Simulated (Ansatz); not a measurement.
`[SiH3][AsH2]` → As• + 5 H• + Si•  (atomization)

Gas-phase electronic energies from Ansatz, PBE0-D4/def2-TZVP geometries. CCSD(T)/CBS adds triple-zeta CCSD(T) − MP2 to the extrapolated MP2 energy (def2 sets, frozen cores). This one scheme is used for every species, atoms too. Functionals use def2-TZVPP. B3LYP here is the variant with VWN-RPA as its local correlation; programs differ in this. No spin–orbit coupling; open shells (•) take unrestricted orbitals. Spin–orbit coupling would lower the free atoms: a little for Si. For As outer-core shells are correlated without core-valence functions, so the limit isn't a true one: a few kJ/mol of doubt a bond, and 10 to 20 or more in all where bonds break to atoms. Scalar relativity is left out up to krypton.

| level | ΔE (kcal/mol) | difference from CCSD(T)/CBS |
| --- | --- | --- |
| revPBE-D4 | 427.7 | -11.5 |
| B97M-V | 443.2 | 4.0 |
| r2SCAN0-D4 | 434.4 | -4.8 |
| CAM-B3LYP-D4 | 441.2 | 2.0 |
| ωB97X-V | 445.5 | 6.3 |
| B3LYP | 436.9 | -2.3 |
| HF/def2-TZVPP | 317.5 | -121.7 |
| HF/def2-QZVPP | 318.0 | -121.2 |
| MP2/def2-QZVPP | 423.4 | -15.8 |
| CCSD/CBS(def2) | 435.2 | -4.0 |
| CCSD(T)/CBS | 439.2 | 0 |

(1) What do rigid-rotor, harmonic-oscillator terms from PBE0-D4/def2-TZVP frequencies (298.15 K, 1 bar) make of the CCSD(T)/CBS value? (Best estimate.)

Largest T1 diagnostic among the species: 0.012.

## Answers

(1) Computed: ΔZPE = -25.3 kcal/mol, ΔH = +420.7 kcal/mol, ΔS = 623 J/(mol·K), ΔG = +376.3 kcal/mol. Open shells count their whole term as degenerate.

At CCSD(T), def2-SVP lies −35.0 kcal/mol from the extrapolated value and def2-TZVPP −11.2 kcal/mol: correlation converges slowly with the basis, and small sets miss more of it in the bonded molecule than in its fragments. Leaving LDA and LC-ωPBE aside and taking each functional with its dispersion term where it has one, the values spread over 17.8 kcal/mol, from revPBE-D4 to ωB97X-V. LDA lies +58.3 kcal/mol from PBE without D4, its usual overbinding.

For atomizations the MP2-based limit and the directly extrapolated one differ by several kJ/mol either way, and by 10 to 25 for some Ge, Se and Sn compounds, so smaller differences from it don't rank the levels.
